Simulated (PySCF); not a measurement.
An equivalent PySCF input for Te⁺ (tellurium, charge +1), [Kr] 4d10 5s2 5p3, high-spin 4S determinant, with scalar relativity through the core potential:

```python
from pyscf import gto, scf, dft, mp, cc
import basis_set_exchange as bse
txt = bse.get_basis("aug-cc-pV5Z-PP", elements=["Te"], fmt="nwchem", header=False)
cut = txt.index("\nECP")
mol = gto.M(atom="Te 0 0 0", charge=1, spin=3, symmetry="D2h",
            basis=gto.basis.parse(txt[:cut]),
            ecp={"Te": gto.basis.parse_ecp(txt[cut:])})
mf = dft.UKS(mol, xc="R2SCAN")
mf.irrep_nelec = {'Ag': (4, 4), 'B1g': (1, 1), 'B2g': (1, 1), 'B3g': (1, 1), 'B1u': (2, 1), 'B2u': (2, 1), 'B3u': (2, 1)}
mf.kernel()
```

It reaches the same state as the run whose output follows, with an energy that differs only through the grid. The run itself started from symmetry-adapted Hartree-Fock orbitals and held the occupation by maximum overlap, on a logarithmic radial grid, so the iterations belong to that start.

```
SCF conv_tol = 1e-09
number electrons alpha = 13  beta = 10
XC functionals = R2SCAN
    J. W. Furness, A. D. Kaplan, J. Ning, J. P. Perdew, and J. Sun.,  J. Phys. Chem. Lett. 11, 8208-8215 (2020)
    J. W. Furness, A. D. Kaplan, J. Ning, J. P. Perdew, and J. Sun.,  J. Phys. Chem. Lett. 11, 9248-9248 (2020)
    J. W. Furness, A. D. Kaplan, J. Ning, J. P. Perdew, and J. Sun.,  J. Phys. Chem. Lett. 11, 8208-8215 (2020)
    J. W. Furness, A. D. Kaplan, J. Ning, J. P. Perdew, and J. Sun.,  J. Phys. Chem. Lett. 11, 9248-9248 (2020)
cycle= 1 E= -267.769910963119  delta_E= -0.00631  |g|= 0.0108  |ddm|=  1.2
cycle= 2 E= -267.769942748978  delta_E= -3.18e-05  |g|= 0.00141  |ddm|= 0.0541
cycle= 3 E= -267.769944109174  delta_E= -1.36e-06  |g|= 0.000622  |ddm|= 0.00787
cycle= 4 E= -267.769944241054  delta_E= -1.32e-07  |g|= 0.000334  |ddm|= 0.00278
cycle= 5 E= -267.769944272451  delta_E= -3.14e-08  |g|= 2.37e-05  |ddm|= 0.00114
cycle= 6 E= -267.769944273118  delta_E= -6.66e-10  |g|= 3.39e-06  |ddm|= 0.000374
converged SCF energy = -267.769944273118  <S^2> = 3.7513727  2S+1 = 4.0006863
```

Energies and moments cover only the electrons outside the core potential.
